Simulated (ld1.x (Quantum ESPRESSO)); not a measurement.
# Which change was made? (I, ultrasoft)

| Item | Value |
| --- | --- |
| Element | I (Z = 53) |
| Generator | ld1.x (Quantum ESPRESSO) 7.5 |
| Type | ultrasoft |
| Functional | PBE |
| Relativity | scalar-relativistic |
| Frozen core | [Kr] |
| Valence charge | 17 |
| Reference configuration | 4d10 5s1.5 5p5.5 |
| Partial waves | 5s (bound): rcut 1.20, rcutus 1.60 bohr; 5s channel at -0.85 Ry: rcut 1.20, rcutus 1.60 bohr; 5p (bound): rcut 1.80, rcutus 2.25 bohr; 5p channel at 0.8 Ry: rcut 1.80, rcutus 2.25 bohr; 4d (bound): rcut 0.85, rcutus 0.95 bohr; 4d channel at -3 Ry: rcut 0.85, rcutus 0.95 bohr |
| Local potential | all-electron potential smoothed inside 1.55 bohr (lloc = -1) |
| Core correction | none |
| Augmentation charge | PSQ, radius 0.70 bohr |

Cutoffs, loose and tight: the cutoffs (Ry, on a coarse ladder) from which the occupation-weighted sum of valence levels, in a spherical-Bessel basis at the reference potential, stays within 10 and 1 mRy of its value at 400 Ry. They do not see the model core or the augmentation charge, which bear on the density cutoff. Test errors are all-electron minus pseudo excitation energies from the reference, over the configurations 4d10 5s2 5p5; 4d10 5s2 5p4; 4d10 5s2 5p3; 4d9 5s2 5p5; 4d10 5s1 5p5; 4d10 5s2 5p2; 4d10 5s2 5p4.5; variants that change the core or the reference have their own tests. The largest error is taken over the tests solved by every variant that gives reliable tests at all, those not shown here included: 4d10 5s2 5p3; 4d10 5s2 5p4; 4d10 5s2 5p5.

The base gives: outcome: generated; cutoff, loose: 160 Ry; cutoff, tight: 300 Ry; bound ghosts: s; largest test error (meV): -4.3.

(1) After one change the result is: outcome: generated; cutoff, loose: 160 Ry; cutoff, tight: 300 Ry; bound ghosts: s, p; largest test error (meV): -4.2. Which change was it?
A. local potential all-electron potential smoothed inside 1.14 bohr (lloc = -1)
B. local potential all-electron potential smoothed inside 2.62 bohr (lloc = -1)
C. local potential all-electron potential smoothed inside 0.86 bohr (lloc = -1)

## Answers

(1) A. The others give: local potential all-electron potential smoothed inside 2.62 bohr (lloc = -1) → outcome: generated; cutoff, loose: 160 Ry; cutoff, tight: 300 Ry; bound ghosts: none; largest test error (meV): -4.0 | local potential all-electron potential smoothed inside 0.86 bohr (lloc = -1) → outcome: generated; cutoff, loose: 160 Ry; cutoff, tight: 300 Ry; bound ghosts: p, s; largest test error (meV): +3.5.
